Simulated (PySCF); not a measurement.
**C₆ coefficients of unlike pairs at UHF**

Calculated with PySCF 2.14 from the dipole response of each species, C₆(A,B) = (3/π) ∫ α_A(iu) α_B(iu) du, in atomic units, from isotropic polarisabilities. For ions this is the dispersion term alone; charge-induced terms of lower order in 1/R come first.

| species | configuration | basis | relativity | α (bohr³) | C₆ (like pair) |
| --- | --- | --- | --- | --- | --- |
| Mg⁺ | [Ne] 3s1 (2S) | aug-cc-pCVDZ (6s5p3d) | none | 38.97 | 180.3 |
| Li⁺ | 1s2 (1S) | x2c-QZVPPall with one added diffuse shell each of s, p type (7s5p2d1f) | spin-free X2C | 0.1882 | 0.07393 |
| Br | [Ar] 3d10 4s2 4p5 (2P) | def2-QZVPPD (12s8p5d4f1g) | none | 20.31 | 163.0 |
| Cl | [Ne] 3s2 3p5 (2P) | def2-TZVPPD (6s6p4d1f) | none | 14.21 | 88.98 |

Problem. Estimate C₆ for Cl with Mg⁺.

Solution. The integral gives 104.0. The combination rule 2 C_A C_B / (C_A α_B/α_A + C_B α_A/α_B) gives 103.6 and the geometric mean 126.7.

No spin-orbit coupling is included.

The other pairs:

```tsv
pair	C₆
Br, Mg⁺	144.7
Cl, Li⁺	2.010
Br, Li⁺	2.667
Cl, Br	120.3
Li⁺, Mg⁺	1.730
```
